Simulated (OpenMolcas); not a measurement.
4f ions of charge +4 along the row

```json
{
  "Program": "OpenMolcas",
  "Method": "MS-CASPT2, IPEA 0.25 Eh, imaginary shift 0.1 Eh",
  "Basis": "ANO-R2",
  "Scalar Hamiltonian": "X2C, finite nucleus",
  "Spin-orbit coupling": "RASSI with atomic mean-field integrals over the reference wave functions, term energies averaged over their components"
}
```

Active space: the 4f shell; CASPT2 also correlates the outermost closed s and p core shells.

ζ = ±2S·A comes from the whole width of the ground multiplet by E(J) = (A/2) J(J+1), where its levels are at least 85 % pure. Energies in cm-1.

| Ion | Configuration | Lowest level | Weight (%) | g | g, pure LS | Next level | E | ζ |
| --- | --- | --- | --- | --- | --- | --- | --- | --- |
| Pm4+ | 4f³ | ⁴I°_9/2 | 97 | 0.733 | 0.727 | ⁴I°_11/2 | 2580 | 1254 |
| Sm4+ | 4f⁴ | ⁵I₄ | 97 | 0.605 | 0.599 | ⁵I₅ | 2050 | 1390 |
| Eu4+ | 4f⁵ | ⁶H°_5/2 | 95 | 0.298 | 0.284 | ⁶H°_7/2 | 1425 | 1584 |
| Gd4+ | 4f⁶ | ⁷F₀ | 92 |  |  | ⁷F₁ | 529 | 1911 |
| Dy4+ | 4f⁸ | ⁷F₆ | 95 | 1.493 | 1.501 | ⁷F₅ | 2560 | 2005 |
| Ho4+ | 4f⁹ | ⁶H°_15/2 | 93 | 1.325 | 1.334 | ⁶H°_13/2 | 4280 | 2296 |
| Er4+ | 4f¹⁰ | ⁵I₈ | 93 | 1.242 | 1.251 | ⁵I₇ | 6120 | 2442 |
| Tm4+ | 4f¹¹ | ⁴I°_15/2 | 97 | 1.197 | 1.200 | ⁴I°_13/2 | 7730 |  |

The computed ζ goes from 1254 (Pm4+) to 2442 cm-1 (Er4+), a factor of 1.95, rising at every step.

CASPT2 does not keep the components of a term degenerate, so their means are used; among the low terms the widest spread is 670 cm-1 (4f³ ⁴I°, Pm4+). High states are left out of the spin-orbit mixing, which shifts the levels that they would mix with. The CASPT2 spread within a term exceeds the gap to the next term for 4f³ ²K° and 4f³ ⁴G°, 4f³ ⁴D° and 4f³ ²L°, so the order of their levels is uncertain (figures for Pm4+; the like holds for Sm4+, Er4+, Tm4+). Blocks of more than 70 roots (2S+1 = 2 odd) ran without multistate coupling (holds for Pm4+; Tm4+). Blocks of more than 70 roots (2S+1 = 3 even, 1 even) ran without multistate coupling (holds for Sm4+; Er4+). Blocks of more than 70 roots (2S+1 = 4 odd, 2 odd) ran without multistate coupling (holds for Eu4+; Ho4+). Blocks of more than 70 roots (2S+1 = 5 even, 3 even) ran without multistate coupling (holds for Gd4+; Dy4+). Terms from blocks run as CI alone lack orbitals of their own (holds for Gd4+). Only configurations of the active space appear.

° marks odd parity.
